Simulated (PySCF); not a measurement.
Does the answer move with the share of exact exchange?

C₃H₇FSi.
SMILES: `C/C([SiH3])=C\F`

PySCF, pcSseg-2 basis, density fitting, gas phase, PBE0-D3(BJ)/def2-SVP geometry. One functional is left out:

```csv
functional,exact exchange (%),HOMO energy (eV),LUMO energy (eV),dipole moment (D)
B97-D,0,-6.21,-0.98,0.474
BLYP,0,-6.11,-0.96,0.500
BP86,0,-6.34,-1.16,0.469
LDA,0,-6.39,-1.29,0.589
OPBE,0,-6.22,-0.99,0.390
PBE,0,-6.25,-1.09,0.462
B3LYP,20,-7.21,-0.33,0.619
PBE0,25,-7.42,-0.09,0.590
mPW1PW91,25,-7.45,-0.11,0.597
BHandHLYP,50,-8.47,0.96,0.754
```

Predict the row of B97-2 (21 % exact exchange) by straight lines through the other rows, and check it.

```tsv
property	line	computed	computed − line	B3LYP (20 %), for comparison
HOMO energy (eV)	-7.21	-7.17	+0.04	-7.21
LUMO energy (eV)	-0.24	-0.14	+0.10	-0.33
dipole moment (D)	0.592	0.572	-0.020	0.619
```

Which of these properties follows the share of exact exchange most closely, and which least?

Most closely the HOMO energy, least the dipole moment; the correlations over the tabulated rows are HOMO energy -0.995, LUMO energy 0.990, dipole moment 0.878. The HOMO energy moves by -0.452 eV for every 10 %. Functionals with the same share still differ in their other parts: at 0 % BLYP and LDA differ by 0.28 eV in it.
